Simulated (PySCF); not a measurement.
Input for PySCF: D3(BJ) and D4 dispersion corrections on C2H10GeO (a complex).

```python
from pyscf import gto
from pyscf.dispersion import dftd3, dftd4

mol = gto.M(
    atom='''
    Ge    0.27547518    0.00490883    0.66784385
    H    -0.18959325   -1.42929282    0.94692738
    H    -0.71870537    1.01108193    1.26634658
    H     0.31993744    0.22169733   -0.85822817
    H     1.67846245    0.24257032    1.23903619
    C     0.49009760    0.88871633    4.34295189
    O     0.10387577   -0.35033620    3.78907663
    C    -1.24053790   -0.67395471    4.07008815
    H     0.39971938    0.88131662    5.43649619
    H    -0.12061808    1.71018401    3.94680576
    H     1.53085872    1.05617874    4.07119818
    H    -1.41279056   -0.75527303    5.15072972
    H    -1.44876298   -1.63422560    3.60140943
    H    -1.92582565    0.08020122    3.66217862
    ''',
    basis='def2-svp',
    charge=0, spin=0, verbose=0, max_memory=1800)
d3, d4 = {}, {}
for xc in ['hf', 'pbe', 'blyp', 'revpbe', 'tpss', 'r2scan', 'b3lyp', 'pbe0', 'bhlyp', 'camb3lyp', 'b2plyp']:
    d3[xc] = float(dftd3.DFTD3Dispersion(mol, xc=xc, version='d3bj', atm=False).get_dispersion()['energy'])
    print(f'D3(BJ) {xc:10s} {d3[xc]:14.8f} Eh')
for xc in ['hf', 'pbe', 'blyp', 'revpbe', 'tpss', 'r2scan', 'b3lyp', 'pbe0', 'bhlyp', 'camb3lyp', 'b2plyp']:
    d4[xc] = float(dftd4.DFTD4Dispersion(mol, xc={'camb3lyp': 'cam-b3lyp'}.get(xc, xc), atm=True).get_dispersion()['energy'])
    print(f'D4     {xc:10s} {d4[xc]:14.8f} Eh')
```

Output:

```
D3(BJ) hf            -0.06124857 Eh
D3(BJ) pbe           -0.00867996 Eh
D3(BJ) blyp          -0.01784659 Eh
D3(BJ) revpbe        -0.02146581 Eh
D3(BJ) tpss          -0.01093265 Eh
D3(BJ) r2scan        -0.00263278 Eh
D3(BJ) b3lyp         -0.01458145 Eh
D3(BJ) pbe0          -0.00758613 Eh
D3(BJ) bhlyp         -0.01117905 Eh
D3(BJ) camb3lyp      -0.00690821 Eh
D3(BJ) b2plyp        -0.00675560 Eh
D4     hf            -0.02845035 Eh
D4     pbe           -0.00822714 Eh
D4     blyp          -0.01783945 Eh
D4     revpbe        -0.02614069 Eh
D4     tpss          -0.01109506 Eh
D4     r2scan        -0.00223955 Eh
D4     b3lyp         -0.01299288 Eh
D4     pbe0          -0.00703071 Eh
D4     bhlyp         -0.00935713 Eh
D4     camb3lyp      -0.00710119 Eh
D4     b2plyp        -0.00582283 Eh
```

The run finished.

Cost: roughly 0.03 core-seconds.
